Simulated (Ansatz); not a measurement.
Basis sets compared for bis(4-tert-butylphenyl)iodonium hydroxide, `CC(C)(C)c1ccc([I+]c2ccc(C(C)(C)C)cc2)cc1.[OH-]`. The state is a singlet with charge 0. Geometry PBE-D4/def2-SVP. Ansatz on 2 threads of AMD EPYC 7R13 on a shared host and a share (18 GiB) of an NVIDIA H100 80GB HBM3; times are rough, and most runs start from earlier orbitals.

```xyz
49

C     6.1483    1.6786    3.3199
C     6.1968    0.6934    2.1295
C     6.8571   -0.6115    2.6077
C     7.0640    1.2919    0.9983
C     4.7686    0.4645    1.6036
C     4.0109    1.5583    1.1266
C     2.7039    1.4042    0.6406
C     2.1340    0.1262    0.6263
I     0.1154   -0.4585   -0.1734
C    -2.0405   -0.3540   -0.8063
C    -2.7218    0.7634   -1.2937
C    -4.0560    0.6229   -1.7178
C    -4.7266   -0.6158   -1.6617
C    -6.1891   -0.7952   -2.1066
C    -6.2576   -1.8635   -3.2217
C    -6.7961    0.5101   -2.6497
C    -7.0314   -1.2577   -0.8952
C    -4.0060   -1.7241   -1.1629
C    -2.6755   -1.5993   -0.7371
C     2.8528   -0.9771    1.0895
C     4.1627   -0.8070    1.5738
H     5.5305    1.2718    4.1461
H     5.7177    2.6572    3.0281
H     7.1700    1.8638    3.7123
H     7.8814   -0.4010    2.9765
H     6.9446   -1.3547    1.7894
H     6.2934   -1.0791    3.4404
H     6.6598    2.2581    0.6362
H     8.0988    1.4727    1.3570
H     7.1155    0.6025    0.1312
H     4.4498    2.5688    1.1304
H     2.1206    2.2601    0.2762
H    -2.2070    1.7326   -1.3379
H    -4.5737    1.5133   -2.1016
H    -5.8747   -2.8453   -2.8785
H    -7.3066   -2.0102   -3.5537
H    -5.6574   -1.5569   -4.1023
H    -6.8087    1.3113   -1.8832
H    -6.2422    0.8867   -3.5335
H    -7.8450    0.3341   -2.9634
H    -8.0916   -1.4020   -1.1910
H    -6.6638   -2.2177   -0.4808
H    -7.0003   -0.5057   -0.0808
H    -4.4908   -2.7109   -1.0964
H    -2.1433   -2.4868   -0.3488
H     2.4058   -1.9881    1.0848
H     4.7057   -1.6908    1.9364
O    -0.1454    1.6683   -0.1320
H    -0.5571    1.7983    0.7493
```

In the def2 sets I takes a core potential; there is no spin–orbit coupling. Single mean-field runs in def2-SVP, def2-TZVP are fitted with def2-universal-jkfit.

Binding counts from free atoms (C triplet, I doublet, H doublet, O triplet) in the same basis, without a counterpoise term.

```csv
level,functions,energy (Eh),HOMO (eV),LUMO (eV),binding per atom (eV),wall time
PBE-D4/def2-SVP,455,-1149.5004,-5.29,-2.88,4.69,7 s
PBE0-D4/def2-SVP,455,-1149.6167,-6.32,-2.13,4.60,8 s
```

(1) Estimate the rows for PBE-D4/def2-TZVP (with forces), PBE0-D4/def2-TZVP (with forces).

## Answers

(1) 
| level | functions | energy (Eh) | HOMO (eV) | LUMO (eV) | binding per atom (eV) | wall time |
| --- | --- | --- | --- | --- | --- | --- |
| PBE-D4/def2-TZVP (with forces) | 863 | -1150.4311 | -5.38 | -2.99 | 4.64 | 13 s |
| PBE0-D4/def2-TZVP (with forces) | 863 | -1150.5316 | -6.36 | -2.21 | 4.55 | 16 s |
